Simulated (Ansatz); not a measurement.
Molecule: sum formula SiH2SF3, charge 1, multiplicity 1. It need not be the lowest isomer of its formula. 
Geometry from a B3LYP-D3(BJ)/def2-TZVP (Ansatz, an electronic-structure program) optimisation:
```
Si
F 1 1.5491
F 1 1.5491 2 115.21
F 1 1.5507 2 114.20 3 -135.10
S 1 2.2704 2 102.60 4 -114.28
H 5 1.3554 1 96.18 2 72.56
H 5 1.3554 6 94.34 1 -96.71
```
Charge +1, spin multiplicity 1.

Total electronic energies in hartree. Correlated levels leave the core frozen unless marked. No spin-orbit coupling. No relativistic terms. CBS(X,Y): correlation extrapolated as X^-3; Hartree-Fock from the larger set. [CCSD(T)-MP2]/basis is that difference in the basis named.

| level | program | energy (Eh) |
|---|---|---|
| HF/cc-pV(T+d)Z | Ansatz | -986.03929 |
| HF/cc-pVTZ | Ansatz | -986.02719 |
| B3LYP-D4/def2-TZVPD | Ansatz + dftd4 | -988.53294 |
| PBE0-D3(BJ)/def2-TZVPD | Ansatz + dftd3 | -987.94683 |
| PBE0/def2-QZVPP | Ansatz | -987.98101 |
| HSE06/def2-TZVPD | Ansatz | -987.91673 |
| LC-wPBE-D4/def2-TZVPD | Ansatz + dftd4 | -988.12707 |
| wB97M-V/def2-TZVPD | Ansatz | (withheld) |
| MP2/cc-pV(T+d)Z | Ansatz | -987.07580 |
| CCSD/cc-pV(D+d)Z | Ansatz | -986.68250 |
| CCSD/cc-pV(Q+d)Z | Ansatz | -987.22124 |
| CCSD(T)/6-31G | Ansatz | -986.05318 |
| CCSD(T)/6-31G* | Ansatz | -986.57521 |
| RI-MP2/CBS(cc-pV(T+d)Z,cc-pV(Q+d)Z)+[CCSD(T)-MP2]/cc-pV(D+d)Z | Ansatz | -987.3165 |
| CCSD(T)/CBS(cc-pV(T+d)Z,cc-pV(Q+d)Z) | Ansatz | -987.3284 |

### Question
Fill in the missing entries.

### Answer

- wB97M-V/def2-TZVPD, energy (Eh): -988.38039
